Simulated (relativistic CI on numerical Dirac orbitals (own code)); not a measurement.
Hyperfine structure of Ta26+, mass number 181

Calculated at this level of theory: Dirac-Coulomb-Breit CI, separate exchange-only KLI orbitals for each configuration, a model potential for QED, unscaled Slater integrals (own radial code, finite nucleus).

CI space (outside the closed core [Ar] 3d10): 4s2 4p6 4d10 4f, 4s2 4p6 4d10 5s, 4s2 4p6 4d9 4f2, 4s2 4p6 4d10 5p, 4s2 4p5 4d10 4f2, 4s2 4p6 4d10 5d, 4s2 4p6 4d9 4f 5s, 4s 4p6 4d10 4f2, 4s2 4p6 4d9 5s2, 4s2 4p6 4d10 5f, 4s2 4p4 4d10 4f3, 4s2 4p6 4d9 5s 5p, 4s2 4p6 4d9 4f 5p, 4s2 4p6 4d10 6s, 4s2 4p6 4d8 4f2 5s, 4s2 4p6 4d10 5g. Levels of other configurations are missing.

Nuclear spin I = 7/2, μ = 2.365 μN, Q = 3.17 b (tables of Stone and Pyykkö). The electronic factors are computed for point nuclear moments, without core polarisation or the Bohr-Weisskopf and QED corrections.

```tsv
Level	E (eV)	A (GHz)	B (GHz)
4s2 4p6 4d10 4f 2F°_5/2	0.000	2.696	13.1
4s2 4p6 4d10 4f 2F°_7/2	3.285	1.457	14.8
4s2 4p6 4d10 5s 2S_1/2	117.341	301.9	
4s2 4p6 4d10 5p 2P°_1/2	168.692	93.28	
4s2 4p6 4d9 4f2 4F_3/2	185.965	0.7343	-2.95
4s2 4p6 4d9 4f2 4F_5/2	186.549	2.416	14.4
4s2 4p6 4d9 4f2 4F_7/2	188.232	2.463	15.1
4s2 4p6 4d9 4f2 4F_9/2	190.607	2.146	9.78
```

Levels with J = 0, under 50 % of one LS term, or S terms without an open s electron are left out. Small factors come from cancelling terms and can be off by tens of per cent or more.

At this charge energies of transitions that change n are usually good to better than 1 %, and those within a shell (Δn = 0) to a few per cent.

**Question.** Give the hyperfine levels of 4s2 4p6 4d10 4f 2F°_5/2 relative to its centre of gravity.

**Answer.** With K = F(F + 1) − I(I + 1) − J(J + 1), E = AK/2 + B[¾K(K + 1) − I(I + 1)J(J + 1)]/[2I(2I − 1)J(2J − 1)]: F = 1: -23.28, F = 2: -21.65, F = 3: -17.79, F = 4: -10.01, F = 5: 3.939, F = 6: 26.88 GHz.

LS names give the leading component of a level, which can be under half, so a name can repeat, a term be missing and a line seem to break the LS rules.
